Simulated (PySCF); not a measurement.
F$_{3}$Te (SMILES F[Te+](F)F), charge +1, singlet, at a GFN2-xTB geometry (core potentials on Te); TPSS/def2-SVP run with PySCF.

Input for PySCF:
```python
from pyscf import gto, scf, dft

mol = gto.Mole()
mol.atom = '''
    Te   -0.06651998    0.12188136    0.33078461
    F    -1.16789324   -1.07688202   -0.58739142
    F     0.08902262    1.21325728   -1.17845659
    F     1.46320830   -0.84057864   -0.14535195
'''
mol.basis = 'def2-svp'
mol.ecp = {'Te': 'def2-svp'}
mol.charge = 1
mol.verbose = 4
mol.build()

mf = dft.RKS(mol)
mf.xc = 'tpss'
mf.diis_space = 4
mf.kernel()
```

It wrote (shortened):

```
PySCF version 2.14.0

[INPUT] verbose = 4
[INPUT] num. atoms = 4
[INPUT] num. electrons = 50
[INPUT] charge = 1
[INPUT] spin (= nelec alpha-beta = 2S) = 0
[INPUT] symmetry False subgroup None
[INPUT] Mole.unit = angstrom
[INPUT] Symbol           X                Y                Z      unit          X                Y                Z       unit  Magmom
[INPUT]  1 Te    -0.066519980000   0.121881360000   0.330784610000 AA   -0.125704544012   0.230322390090   0.625092319121 Bohr   0.0
[INPUT]  2 F     -1.167893240000  -1.076882020000  -0.587391420000 AA   -2.206998366331  -2.035012086268  -1.110008911719 Bohr   0.0
[INPUT]  3 F      0.089022620000   1.213257280000  -1.178456590000 AA    0.168228370691   2.292723977835  -2.226960204789 Bohr   0.0
[INPUT]  4 F      1.463208300000  -0.840578640000  -0.145351950000 AA    2.765062950190  -1.588463415759  -0.274675377171 Bohr   0.0

nuclear repulsion = 231.481921379188
number of shells = 28
number of NR pGTOs = 133
number of NR cGTOs = 68
basis = def2-svp
ecp = {'Te': 'def2-svp'}

******** <class 'pyscf.dft.rks.RKS'> ********
method = RKS
initial guess = minao
damping factor = 0
level_shift factor = 0
DIIS = <class 'pyscf.scf.diis.CDIIS'>
diis_start_cycle = 1
diis_space = 4
diis_damp = 0
SCF conv_tol = 1e-09
SCF conv_tol_grad = None
SCF max_cycles = 50
direct_scf = True
direct_scf_tol = 1e-13
XC library pyscf.dft.libxc version 7.1.2
    S. Lehtola, C. Steigemann, M. J. T. Oliveira, and M. A. L. Marques,  SoftwareX 7, 1–5 (2018)
XC functionals = tpss
    J. Tao, J. P. Perdew, V. N. Staroverov, and G. E. Scuseria,  Phys. Rev. Lett. 91, 146401 (2003)
    J. P. Perdew, J. Tao, V. N. Staroverov, and G. E. Scuseria,  J. Chem. Phys. 120, 6898 (2004)
    J. Tao, J. P. Perdew, V. N. Staroverov, and G. E. Scuseria,  Phys. Rev. Lett. 91, 146401 (2003)
    J. P. Perdew, J. Tao, V. N. Staroverov, and G. E. Scuseria,  J. Chem. Phys. 120, 6898 (2004)
radial grids:
    Treutler-Ahlrichs [JCP 102, 346 (1995); DOI:10.1063/1.469408] (M4) radial grids

becke partition: Becke, JCP 88, 2547 (1988); DOI:10.1063/1.454033
pruning grids: <function nwchem_prune>
grids dens level: 3
symmetrized grids: False
atomic radii adjust function: <function treutler_atomic_radii_adjust>
small_rho_cutoff = 0
Set gradient conv threshold to 3.16228e-05
Initial guess from minao.
tot grids = 64744
init E= -539.837601332057
  HOMO = -0.904233451008483  LUMO = -0.811980429632802  gap/eV = 2.51033
cycle= 1 E= -565.423881468192  delta_E= -25.6  |g|= 2.99  |ddm|=  8.1
  HOMO = -0.377539346302154  LUMO = -0.147702018519337  gap/eV = 6.25419
cycle= 2 E= -564.878948082105  delta_E= 0.545  |g|= 3.24  |ddm|=  6.7
  HOMO = -0.503209637706922  LUMO = -0.326590728531971  gap/eV = 4.80605
cycle= 3 E= -566.710780378844  delta_E= -1.83  |g|= 1.06  |ddm|= 3.48
  HOMO = -0.637217789678562  LUMO = -0.408183185388108  gap/eV = 6.23235
cycle= 4 E= -566.870599673869  delta_E= -0.16  |g|= 0.311  |ddm|= 0.867
  HOMO = -0.60871132421408  LUMO = -0.398846492936946  gap/eV = 5.71071
cycle= 5 E= -566.886655262959  delta_E= -0.0161  |g|= 0.07  |ddm|= 0.27
  HOMO = -0.609173714180601  LUMO = -0.393893186426938  gap/eV = 5.85808
cycle= 6 E= -566.887866987416  delta_E= -0.00121  |g|= 0.00416  |ddm|= 0.073
  HOMO = -0.609396677805085  LUMO = -0.394112095604976  gap/eV = 5.85819
cycle= 7 E= -566.887869275385  delta_E= -2.29e-06  |g|= 0.000678  |ddm|= 0.00256
  HOMO = -0.609423103117499  LUMO = -0.394157993303118  gap/eV = 5.85766
cycle= 8 E= -566.887869202377  delta_E= 7.3e-08  |g|= 0.000905  |ddm|= 0.00117
  HOMO = -0.609440839564121  LUMO = -0.394169347440331  gap/eV = 5.85784
cycle= 9 E= -566.887869346878  delta_E= -1.45e-07  |g|= 0.000272  |ddm|= 0.000852
  HOMO = -0.609435945461205  LUMO = -0.394153812257557  gap/eV = 5.85813
cycle= 10 E= -566.887869359616  delta_E= -1.27e-08  |g|= 8.43e-05  |ddm|= 0.000278
  HOMO = -0.609432440591791  LUMO = -0.394155024992162  gap/eV = 5.85800
cycle= 11 E= -566.887869361059  delta_E= -1.44e-09  |g|= 6.67e-06  |ddm|= 6.75e-05
  HOMO = -0.609433228790925  LUMO = -0.394156075852979  gap/eV = 5.85799
cycle= 12 E= -566.887869361068  delta_E= -9.32e-12  |g|= 2.92e-06  |ddm|= 8.37e-06
  HOMO = -0.609433034017729  LUMO = -0.394155373170799  gap/eV = 5.85800
Extra cycle  E= -566.887869361064  delta_E= 4.21e-12  |g|= 4.67e-06  |ddm|= 8.26e-06
converged SCF energy = -566.887869361064
```
